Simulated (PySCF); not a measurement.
**NbO₂Cl: breathing scan**

Method: B3LYP/[Nb def2-SVP with ECP28, O def2-SVP, Cl def2-SVP], scalar-relativistic core potentials, density fitting, no spin–orbit coupling, PySCF.

Rigid scan from the singlet minimum (Nb–Cl 2.350 Å, Nb–O 1.712 Å (×2); Cl–Nb–O 115.1° (×2), O–Nb–O 107.0°). Coordinate: all bonds to the central atom scaled together. Energies in kJ/mol from the minimum.

```json
{"scale of all bonds to the centre": "0.88", "E (kJ/mol)": "420.3", "dipole size (D)": "3.76"}
{"scale of all bonds to the centre": "0.92", "E (kJ/mol)": "165.5", "dipole size (D)": "4.02"}
{"scale of all bonds to the centre": "0.96", "E (kJ/mol)": "36.8", "dipole size (D)": "4.24"}
{"scale of all bonds to the centre": "1.00", "E (kJ/mol)": "0.0", "dipole size (D)": "4.42"}
{"scale of all bonds to the centre": "1.04", "E (kJ/mol)": "29.1", "dipole size (D)": "4.56"}
{"scale of all bonds to the centre": "1.08", "E (kJ/mol)": "104.1", "dipole size (D)": "4.68"}
{"scale of all bonds to the centre": "1.14", "E (kJ/mol)": "271.1", "dipole size (D)": "4.82"}
{"scale of all bonds to the centre": "1.22", "E (kJ/mol)": "543.6", "dipole size (D)": "4.95"}
{"scale of all bonds to the centre": "1.35", "E (kJ/mol)": "1001.1", "dipole size (D)": "5.09"}
```

At long bonds a restricted determinant can lie too high, and another spin state can fall below this curve.

Other isomers or separated fragments may lie lower.
